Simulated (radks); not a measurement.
The numbers below are computed, except where a source is named.
Q: Mo0.25+, 41.75 electrons, occupied as [Kr] 4d(up 2.5, down 2.5) 5s(up 0.75, down 0) (fractional occupations, a model configuration). Level of theory: scalar-relativistic Kohn-Sham, SCAN, spin-polarised, spherical densities, finite nucleus; meta-GGA in the generalised Kohn-Sham scheme; Fermi nuclear charge, rms radius 4.4091 fm (a radial shooting solver on a logarithmic mesh with Libxc functionals). Some entries of the table are withheld. Estimate them.

orbital,occ.,eigenvalue (hartree),<r> (bohr),<r^2> (bohr^2)
1s up,1,-730.1148,0.03517,0.001669
1s down,1,-730.1141,0.03517,0.001669
2s down,1,-103.6586,0.1536,0.02782
2s up,1,-103.6584,0.1536,0.02782
2p up,3,-92.55945,0.1340,0.02193
2p down,3,-92.55940,0.1340,0.02193
3s up,1,-17.89773,0.4278,0.2096
3s down,1,-17.89736,0.4277,0.2096
3p up,3,-14.22263,0.4299,0.2151
3p down,3,-14.22217,0.4299,0.2151
3d up,5,-8.27558,0.4152,0.2074
3d down,5,-8.27523,0.4152,0.2074
4s down,1,-2.49666,1.111,(1)
4s up,1,-2.49540,1.111,(2)
4p down,3,-1.51738,1.239,(3)
4p up,3,-1.51603,1.241,(4)
5s up,0.75,-0.22162,3.442,13.48
4d up,2.5,-0.19748,(5),5.030
4d down,2.5,-0.18634,(6),4.698

A: 
(1) 4s down <r^2> (bohr^2): 1.400
(2) 4s up <r^2> (bohr^2): 1.399
(3) 4p down <r^2> (bohr^2): 1.760
(4) 4p up <r^2> (bohr^2): 1.770
(5) 4d up <r> (bohr): 1.999
(6) 4d down <r> (bohr): 1.937
